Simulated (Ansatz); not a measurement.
`[OH][InH][ZnH]` + CH₃NH₂ → `C[NH][ZnH]` + `[OH][InH2]` at 600 K and 1 bar (cleavage of the Zn–In bond).

Program: Ansatz. Geometries: PBE0-D4/def2-TZVP. ΔE: electronic, gas phase. CCSD(T)/CBS is the MP2 limit (def2-TZVPP, def2-QZVPP) plus CCSD(T) − MP2 in def2-TZVPP, frozen cores. Elements past krypton have def2 core potentials. For In, Zn outer-core shells are correlated without core-valence functions, which leaves a few kJ/mol of doubt a bond. Scalar relativity is left out up to krypton. One conformer a species, not always the lowest.

```
         species  CCSD(T)/CBS energy (Eh)  H − E (kJ/mol)  S (J/(mol·K))
`[OH][InH][ZnH]`              -2045.17442           114.3          406.2
          CH₃NH₂                -95.75281           199.3          283.8
    `C[NH][ZnH]`              -1874.12279           200.5          368.9
    `[OH][InH2]`               -266.78179           100.4          326.1
```

H − E and S are ideal-gas, rigid-rotor, harmonic terms from PBE0-D4/def2-TZVP, for one conformer and one mirror image of each species. 1 Eh = 2625.50 kJ/mol, R = 8.31446 J/(mol·K).

Q: By hand: ΔE, ΔH, ΔS and ΔG.

A: ΔE = (-1874.12279) + (-266.78179) − (-2045.17442) − (-95.75281) = 0.02265 Eh = 59.5 kJ/mol. Δ(H − E) = 200.5 + 100.4 − 114.3 − 199.3 = -12.7, so ΔH = 46.8 kJ/mol. ΔS = 368.9 + 326.1 − 406.2 − 283.8 = 5.0 J/(mol·K). ΔG = 46.8 − 600 × (5.0)/1000 = 43.8 kJ/mol.

Q: By hand: the equilibrium constant, and the temperature at which ΔG would vanish if ΔH and ΔS stayed fixed.

A: log₁₀ K = −ΔG/(RT ln 10) = -3.8. ΔG = 0 at ΔH/ΔS = 9360 K, far beyond where these terms or the molecules hold.

The number of gas molecules stays the same, so ΔS is small and ΔH decides. A doubt of 5 kJ/mol in ΔE shifts log₁₀ K by 0.4 here. Other conformers and mirror images would add mixing entropy, several J/(mol·K) or more a flexible species. These are equilibria of isolated gas molecules and say nothing of rates. Largest T1 diagnostic: 0.017 (customary marks: 0.02 for closed shells, 0.045 for open ones).
